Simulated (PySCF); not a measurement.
## MN15 on Kr (krypton, neutral)

Configuration: [Ar] 3d10 4s2 4p5 4d1, one real determinant (an excited configuration). Computed with PySCF 2.14 in aug-cc-pVQZ-PP with one added diffuse shell each of s, p, d, f, g type with ECP10MDF (8s7p6d4f3g, 114 functions), with scalar relativity through the core potential.

- Total energy: -463.6150 hartree
- One-electron energy: -802.4054 hartree
- Hartree (Coulomb) energy: 372.3525 hartree
- Exchange-correlation energy: -33.5621 hartree
- ⟨S²⟩: 2.0021
- ⟨L²⟩: 7.947
- Sum of ⟨r⟩: 27.11 bohr
- Sum of ⟨r²⟩: 59.86 bohr²
- Traceless quadrupole moment −½Σ⟨3z² − r²⟩ along its main axis: -3.79 e·bohr²
- Time after the integrals: roughly 28 core-seconds

```tsv
shell	electrons	mean orbital energy (hartree)	spread (hartree)	rms radius, mean of both spins (bohr)
3s β	1	-9.20184	0	0.586
3s α	1	-9.20052	0	0.586
3p α	3	-7.28989	0.02660	0.599
3p β	3	-7.28883	0.02639	0.599
3d α	5	-3.53618	0.02472	0.600
3d β	5	-3.53454	0.02450	0.600
4s α	1	-1.13950	0	1.67
4s β	1	-1.08208	0	1.67
4p α	3	-0.58488	0.04272	2.01
4p β	2	-0.54881	0	2.01
4d α	1	-0.02588	0	5.25
```

⟨L²⟩ = 7.95 against 12 for a pure F term, so this real determinant mixes terms. Energies and moments cover only the electrons outside the core potential. The outer electron is Rydberg-like, and this basis confines it to a smaller radius and binds it less than a complete one would.
